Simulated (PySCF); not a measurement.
# Te³⁺ (tellurium, charge +3) across methods

[Kr] 4d10 5s2 5p1, 2P determinant. Computed with PySCF 2.14 in aug-cc-pVTZ-PP with ECP28MDF, with a scalar-relativistic core potential.

```tsv
method	E (hartree)	mean ε 5s α (eV)	mean ε 5s β (eV)	mean ε 5p α (eV)	Σ⟨r²⟩ (bohr²)	⟨S²⟩
B97-3	-266.0332	-44.498	-43.289	-33.225	30.69	0.752
PBE	-265.9529	-43.172	-42.292	-32.059	30.67	0.751
wB97X	-266.0138	-47.167	-46.116	-35.567	30.64	0.751
r2SCAN	-266.0509	-43.547	-42.414	-32.489	30.62	0.753
PBE0	-265.9683	-44.589	-43.312	-33.346	30.68	0.752
r2SCAN0	-266.0245	-44.898	-43.455	-33.660	30.66	0.754
PBEsol	-265.6789	-43.269	-42.359	-32.078	30.65	0.751
LDA	-265.5410	-43.580	-42.817	-32.167	30.66	0.751
UHF	-265.05634	-47.856	-45.214	-36.447	30.99	0.758
```

Energies and moments cover only the electrons outside the core potential.
